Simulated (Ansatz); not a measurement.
Reaction (formal exchange of groups at the As–C bond): `C[As](C)C` + SiH₄ → `C[As](C)[SiH3]` + CH₄

Isolated molecules relaxed with PBE0-D4/def2-TZVP in Ansatz; ΔE leaves out vibrations. CBS: MP2 limit from def2 TZ/QZ plus the TZ coupled-cluster correction, frozen cores. This one scheme is used for every species. Functionals use def2-TZVPP. B3LYP here is the variant with VWN-RPA as its local correlation; programs differ in this. HSE06 is defined as in plane-wave codes. For As outer-core shells are correlated without core-valence functions, which leaves a few kJ/mol of doubt a bond. Scalar relativity is left out up to krypton.

| level | ΔE (kJ/mol) |
| --- | --- |
| PBE0 | -57.1 |
| B3LYP | -51.4 |
| HSE06 | -57.3 |
| LC-ωPBE | -51.4 |

**Question.** What does CCSD(T)/CBS give? (An estimate is asked.)

**Answer.** Computed: -51.8 kJ/mol. The listed levels differ from it by -5.3, 0.4, -5.5, 0.4 kJ/mol.

Largest T1 diagnostic among the species: 0.011.

In def2-TZVPP, CCSD(T) changes the Hartree–Fock value by −4.2 kJ/mol (the triples alone add −1.3 kJ/mol) and MP2 by −4.9 kJ/mol. Leaving LDA and LC-ωPBE aside and taking each functional with its dispersion term where it has one, the values, not all of them listed here, spread over 11.3 kJ/mol, from PBE-D4 to ωB97X-V.
